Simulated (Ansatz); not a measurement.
Ansatz (a program for electronic structure) input (RI-MP2/def2-QZVPPD):
A basis named .json is the Basis Set Exchange file of that set.

Ansatz 0.2 input:
```yaml
crystal:
  periodic: [false, false, false]
  atoms:
    - {symbol: Mg, position_ang: [-0.00000000, -0.00000000, -0.75643864]}
    - {symbol: O, position_ang: [0.00000000, 0.00000000, 1.13465797]}
basis:
  gaussian:
    orbitals: def2-QZVPPD.json
    fitting: {mean_field: def2-universal-jkfit, correlation: def2-QZVPPD-RIFIT.json}
total_charge: 1
magnetization: {spin_polarized: true, initial_magnetization: 1}
correlation: {method: mp2, electrons: outside_noble_gas}
```

Output:

```
Functional definition: HF
integrals: 0.04 GiB planned
189 factors; integrals over basis functions are off by at most 1.6e0 eV
311 factors; integrals over basis functions are off by at most 9.5e-1 eV
mean field: 0.19 GiB planned
mean field evaluation 1: about -7454.2687 eV, gradient 4.5e1 eV
mean field evaluation 2: about -7456.6224 eV, gradient 3.5e1 eV
mean field evaluation 4: about -7461.4592 eV, gradient 5.2e-1 eV
mean field evaluation 8: about -7461.4651 eV, gradient 1.4e-6 eV
mean field evaluation 16: about -7460.5986 eV, gradient 3.0e0 eV
mean field evaluation 32: about -7460.7363 eV, gradient 1.0e0 eV
mean field evaluation 64: about -7461.2393 eV, gradient 2.5e0 eV
mean field evaluation 96: about -7457.6068 eV, gradient 8.2e0 eV
mean field -7461.46513274 eV, -274.2037860656 hartree, gradient 1.4e-6 eV, S^2 0.777834; 14 other end points of the search recorded, 0 dependent functions left out
6 core orbitals not correlated
reference -7461.46513274 eV, -274.2037860656 hartree; 4, 3 occupied and 119, 120 virtual orbitals, 311 factors
second order -6.19332047 eV of doubles, -0.00000000 eV of singles
Total energy: -7467.65845321 eV, -274.4313863949 hartree
```

This state (charge 1, doublet) is run at the relaxed geometry of the species with charge 0 and multiplicity 3.
